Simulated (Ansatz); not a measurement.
Consider the formal exchange of groups at the Si–Cl bond: `C=C[SiH](Cl)Cl` + `C#C[SiH](C)Cl` → `C=C[Si@H](Cl)C#C[Si@H](C)Cl` + HCl.

Program: Ansatz. Geometries: PBE0-D4/def2-TZVP. ΔE: electronic, gas phase. CCSD(T)/CBS is the MP2 limit (def2-TZVPP, def2-QZVPP) plus CCSD(T) − MP2 in def2-TZVPP, frozen cores. This one scheme is used for every species. DFT in def2-TZVPP. One conformer a species, not always the lowest.

`C=C[SiH](Cl)Cl`:

Cartesian coordinates in Å:
```
C -0.249 -0.685 1.413
C -0.530 -0.526 0.123
Si 0.415 0.673 -0.903
Cl 1.339 -0.290 -2.456
Cl -0.840 2.083 -1.693
H 0.540 -0.119 1.902
H -0.793 -1.385 2.041
H -1.328 -1.111 -0.329
H 1.446 1.360 -0.098
```

`C#C[SiH](C)Cl`:

```xyz
10

C    -0.562   -1.619    1.980
C    -0.522   -0.706    1.193
Si   -0.423    0.670    0.005
C     0.934    0.381   -1.222
Cl   -2.225    0.804   -0.978
H    -0.604   -2.426    2.676
H    -0.241    1.933    0.756
H     0.983    1.202   -1.939
H     0.764   -0.550   -1.767
H     1.895    0.310   -0.706
```

`C=C[Si@H](Cl)C#C[Si@H](C)Cl`:

```xyz
17

C     1.685   -3.283   -1.888
C     1.741   -2.012   -1.500
Si    0.407   -0.818   -1.940
Cl    1.153    0.699   -3.111
C    -0.291   -0.048   -0.443
C    -0.744    0.443    0.572
Si   -1.424    1.226    2.073
C    -1.153    3.057    2.026
Cl   -0.464    0.418    3.702
H     2.459   -4.000   -1.631
H     0.860   -3.664   -2.484
H     2.586   -1.674   -0.905
H    -0.663   -1.505   -2.697
H    -2.856    0.866    2.183
H    -0.088    3.283    1.954
H    -1.659    3.487    1.158
H    -1.550    3.525    2.930
```

HCl:

Z-matrix (Å, degrees):
```
Cl
H 1 1.279
```

CCSD(T)/CBS gives +14.6 kcal/mol.

Q: Another level gave +15.3 kcal/mol. Which?
A. RPA@PBE/def2-TZVPP
B. HF/def2-TZVPP
C. r2SCAN/def2-TZVPP
D. CCSD(T)/def2-TZVPP

A: C. r2SCAN 15.3, HF/def2-TZVPP 16.3, CCSD(T)/def2-TZVPP 13.5, RPA@PBE/def2-TZVPP 12.5 kcal/mol.

Largest T1 diagnostic among the species: 0.011.

At CCSD(T), def2-SVP lies −1.4 kcal/mol from the extrapolated value and def2-TZVPP −1.1 kcal/mol. The D4 term adds −0.7 kcal/mol with B3LYP and −0.6 kcal/mol with PBE0; it sums over pairs of atoms, weighted by their polarisabilities, and B3LYP, whose exchange is more repulsive, gets the larger term. In def2-TZVPP, CCSD(T) changes the Hartree–Fock value by −2.8 kcal/mol (the triples alone add −0.5 kcal/mol) and MP2 by −2.5 kcal/mol.

B3LYP here is the variant with VWN-RPA as its local correlation; programs differ in this.
